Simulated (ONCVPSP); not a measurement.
## oxygen (O): ONCV pseudisation with BLYP, scalar-relativistic reference atom.

ONCVPSP 4.0.1 was run on this input:

```
# ATOM AND REFERENCE CONFIGURATION
# atsym  z   nc   nv     iexc    psfile
  O 8.00    1    2  -106131      upf
#
#   n    l    f
    1    0    2.00
    2    0    2.00
    2    1    4.00
#
# PSEUDOPOTENTIAL AND OPTIMIZATION
# lmax
    1
#
#   l,   rc,      ep,       ncon, nbas, qcut
    0    0.80    0.00    4    7    6.40
    1    2.15    0.00    4    8    7.20
#
# LOCAL POTENTIAL
# lloc, lpopt,  rc(5),   dvloc0
    4    5    0.55    4.00
#
# VANDERBILT-KLEINMAN-BYLANDER PROJECTORs
# l, nproj, debl
    0    1    2.00
    1    3    3.50
#
# MODEL CORE CHARGE
# icmod, fcfact, rcfact
    4    0.45    0.00
#
# LOG DERIVATIVE ANALYSIS
# epsh1, epsh2, depsh
   -2.00    5.00    0.02
#
# OUTPUT GRID
# rlmax, drl
    6.00    0.01
#
# TEST CONFIGURATIONS
# ncnf
    4
# nvcnf
#   n    l    f
    2
    2    0    2.00
    2    1    3.00
#
    2
    2    0    2.00
    2    1    2.00
#
    2
    2    0    2.00
    2    1    1.00
#
    2
    2    0    1.00
    2    1    5.00
#
```

Command:

```bash
oncvpsp.x < O.dat > O.out
```

The program printed (shortened: citation, most of the input echo, consistency checks and plot data are left out):

```
ONCVPSP  (Optimized Norm-Conservinng Vanderbilt PSeudopotential)
scalar-relativistic version 4.0.1

#   n    l    f        energy (Ha)
    1    0    2.00    -1.8942298E+01
    2    0    2.00    -8.7578213E-01
    2    1    4.00    -3.3160473E-01

Reference configufation results
  iterations    24
  all-electron total energy (Ha)   -7.50804512D+01

Begin loop to  construct optimized pseudo wave functions
and semi-local pseudopoentials for all angular momenta

Calculating optimized projector #   1

 for l=   0

    Fraction of norm inside rc  0.277642
    Optimizing pswf for qcut=   6.41 a_B^-1,  ecut=  20.55 Ha
    Residual kinetic energy error=  2.18D-02 Ha

    Energy error per electron        Cutoff
         Ha          eV             Ha
         0.01000     0.27211       27.14
         0.00100     0.02721      147.89
         0.00010     0.00272      186.38
         0.00001     0.00027      226.29

   Wellstate for l =  1  n =  5
     eigenvalue =   3.1684
     asymptotic potential =   3.6684
     half-point radius =  3.8673

   Wellstate for l =  1  n =  6
     eigenvalue =   6.6684
     asymptotic potential =   7.1684
     half-point radius =  3.3863

Calculating optimized projector #   1

 for l=   1

    Fraction of norm inside rc  0.887000
    Optimizing pswf for qcut=   7.21 a_B^-1,  ecut=  25.96 Ha
    Residual kinetic energy error=  1.06D-07 Ha

    Energy error per electron        Cutoff
         Ha          eV             Ha
         0.01000     0.27211       13.32
         0.00100     0.02721       16.93
         0.00010     0.00272       19.84
         0.00001     0.00027       22.06

Calculating optimized projector #   2

 for l=   1

    Fraction of norm inside rc  0.185931
    Optimizing pswf for qcut=   7.21 a_B^-1,  ecut=  25.96 Ha
    Residual kinetic energy error=  1.02D-05 Ha

    Energy error per electron        Cutoff
         Ha          eV             Ha
         0.01000     0.27211       16.69
         0.00100     0.02721       20.38
         0.00010     0.00272       23.16
         0.00001     0.00027       27.34

Calculating optimized projector #   3

 for l=   1

    Fraction of norm inside rc  0.182333
    Optimizing pswf for qcut=   7.21 a_B^-1,  ecut=  25.96 Ha
    Residual kinetic energy error=  7.50D-04 Ha

    Energy error per electron        Cutoff
         Ha          eV             Ha
         0.01000     0.27211       21.85
         0.00100     0.02721       25.98
         0.00010     0.00272       46.21
         0.00001     0.00027       74.08

Construct Vanderbilt / Kleinmman-Bylander projectors

B matrix Hermiticity error, ll=   1
   1   2    6.9796E-05
   1   3   -1.5953E-04
   2   3    1.1636E-04

  Orthonormal projector coefficients -2.7578E+01 -1.8815E+00 -9.0720E-01

Model core correction analysis
  based on d2Exc/dn_idn_j

d2excae - all-electron derivatives

   -5.181046D-02   -4.414096D-02
   -4.414252D-02   -4.198535D-02

d2excps - pseudofunction derivatives with no core correction

   -5.188093D-02   -4.551335D-02
   -4.551481D-02   -4.229385D-02

rms 2nd derivative error    9.832077E-04

rmatch, rhocmatch    0.4113    7.0866

Coarse scan for minimum error
  matrix elements: rms 2nd-derivative errors (mHa)
  column index : amplitude prefactor to rhocmatch
  row index : scale prefactor to rmatch

         1.500  2.000  2.500  3.000  3.500  4.000  4.500  5.000  5.500  6.000

  1.0    1.120  1.139  1.147  1.149  1.148  1.145  1.141  1.136  1.130  1.125
  1.1    1.134  1.159  1.170  1.172  1.171  1.166  1.160  1.154  1.147  1.140
  1.2    1.139  1.166  1.177  1.179  1.175  1.169  1.162  1.154  1.145  1.137
  1.3    1.133  1.160  1.170  1.169  1.164  1.157  1.148  1.141  1.134  1.129
  1.4    1.121  1.145  1.152  1.150  1.145  1.141  1.138  1.138  1.141  1.148
  1.5    1.106  1.128  1.136  1.140  1.146  1.156  1.171  1.193  1.220  1.253
  1.6    1.099  1.127  1.149  1.174  1.208  1.251  1.303  1.363  1.430  1.501
  1.7    1.115  1.168  1.224  1.293  1.375  1.469  1.572  1.681  1.795  1.911
  1.8    1.175  1.276  1.391  1.523  1.668  1.823  1.982  2.145  2.307  2.469
  1.9    1.293  1.468  1.660  1.867  2.082  2.300  2.519  2.735  2.948  3.156

Nelder-Mead iteration
 converged in  57 steps
amplitude prefactor, scale prefactor
    0.0141    8.5265

Optimized Teter model core charge

d2excps - pseudofunction derivatives with core correction

   -5.113954D-02   -4.475001D-02
   -4.475147D-02   -4.147863D-02

rms 2nd derivative error    6.018012E-04

Pseudoatom total energy  -15.326678

Diagnostic tests using Vanderbilt-Kleinman-Bylander pseudopotentials
  1 or more projectors used as specified by nproj input data

   l    rcore       rmatch      e in        delta e   norm test  slope test

   0   0.8037126   0.8281151  -0.8757821  -0.0000191   0.9999994   0.9999017

   1   2.1565901   2.2220689  -0.3316047   0.0000015   0.9997624   0.9997685
   1   2.1565901   2.2220689   3.1683953   0.0000020   1.0000917   1.0000917
   1   2.1565901   2.2220689   6.6683953   0.0001026   1.0001261   1.0001261

 Testing for bound ghosts
   n   l    E NL Schr. Eq   E Basis Diag.   E Cutoff

   1   0       -0.875801       -0.791744    193.00

       1                       -3.224577     85.03  WARNING - GHOST(-)
   2   1       -0.331603       -0.331431     85.03

 Testing for highly-localized positive-energy ghosts
       l    <radius>/rc     E Basis Diag.   E Cutoff

Test configuration 0

   n   l     f        eae           eps        diff
   1   0  2.0000  -18.94229817
   2   0  2.0000   -0.87578213   -0.87580127   -1.91D-05
   2   1  4.0000   -0.33160473   -0.33160322    1.51D-06

    Total energies and differences
      AE_ref= -7.50804512D+01  AE_tst= -7.50804512D+01  dif=  0.00D+00
      PS_ref= -1.53266783D+01  PS_tst= -1.53266783D+01  dif= -2.84D-14
      PSP excitation error=  2.84D-14

Test configuration 1

   n   l     f        eae           eps        diff
   1   0  2.0000  -19.63641755
   2   0  2.0000   -1.45264720   -1.45080994    1.84D-03
   2   1  3.0000   -0.89873050   -0.88684394    1.19D-02

    Total energies and differences
      AE_ref= -7.50804512D+01  AE_tst= -7.44767394D+01  dif=  6.04D-01
      PS_ref= -1.53266783D+01  PS_tst= -1.47272335D+01  dif=  5.99D-01
      PSP excitation error=  4.27D-03

Test configuration 2

   n   l     f        eae           eps        diff
   1   0  2.0000  -20.52613993
   2   0  2.0000   -2.13984590   -2.12250855    1.73D-02
   2   1  2.0000   -1.59065139   -1.54169981    4.90D-02

    Total energies and differences
      AE_ref= -7.50804512D+01  AE_tst= -7.32416687D+01  dif=  1.84D+00
      PS_ref= -1.53266783D+01  PS_tst= -1.35200172D+01  dif=  1.81D+00
      PSP excitation error=  3.21D-02

Test configuration 3

   n   l     f        eae           eps        diff
   1   0  2.0000  -21.59570363
   2   0  2.0000   -2.91824394   -2.86583303    5.24D-02
   2   1  1.0000   -2.39072791   -2.27026192    1.20D-01

    Total energies and differences
      AE_ref= -7.50804512D+01  AE_tst= -7.12595164D+01  dif=  3.82D+00
      PS_ref= -1.53266783D+01  PS_tst= -1.16193123D+01  dif=  3.71D+00
      PSP excitation error=  1.14D-01

Test configuration 4

   n   l     f        eae           eps        diff
   1   0  2.0000  -18.96685748
   2   0  1.0000   -0.89237898   -0.89850654   -6.13D-03
   2   1  5.0000   -0.34643670   -0.35165644   -5.22D-03

    Total energies and differences
      AE_ref= -7.50804512D+01  AE_tst= -7.45353964D+01  dif=  5.45D-01
      PS_ref= -1.53266783D+01  PS_tst= -1.47811438D+01  dif=  5.46D-01
      PSP excitation error= -4.80D-04
```

Note: ghosts flagged at negative energy: p at -87.7 eV; no localised positive-energy state flagged. A true bound ghost makes a file unfit for plane-wave use.

The run took about 3.1 s on one core of a shared server CPU.
